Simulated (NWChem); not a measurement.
System: CaHOBr; SMILES [Br][Ca][OH]

Input file for NWChem:

```
start job
memory heap 200 mb stack 900 mb global 1100 mb
geometry units angstroms
  Ca     0.503203    -0.230154     1.265221
  Br    -0.279706     0.556247    -1.005696
  O      0.115167    -2.033500     1.703263
  H      0.337015    -2.666280     2.381514
end
basis spherical
  * library def2-svp
end
dft
  xc xpbe96 cpbe96
  disp vdw 4
  iterations 150
end
driver
  maxiter 120
end
task dft optimize
task dft freq
```

This build's default masses of Se (78.918 u) and Br (79.917 u) are each other's, which moves their modes by up to 0.6 %.

The level has its own optimisation; frequencies are unscaled.

Question: What results follow from this input? (PBE-D3(BJ)/def2-SVP.) Quantities: r Br–Ca (Å); r Ca–O (Å); r H–O (Å); highest harmonic frequency (cm⁻¹); lowest (cm⁻¹); zero-point energy (kcal/mol); dipole (D).

Answer: The r Br–Ca (Å) is 2.644. The r Ca–O (Å) is 1.980 and the r H–O (Å) is 0.969. The highest harmonic frequency (cm⁻¹) is 3827. The lowest (cm⁻¹) is 55. The zero-point energy (kcal/mol) is 8.2 and the dipole (D) is 4.36.
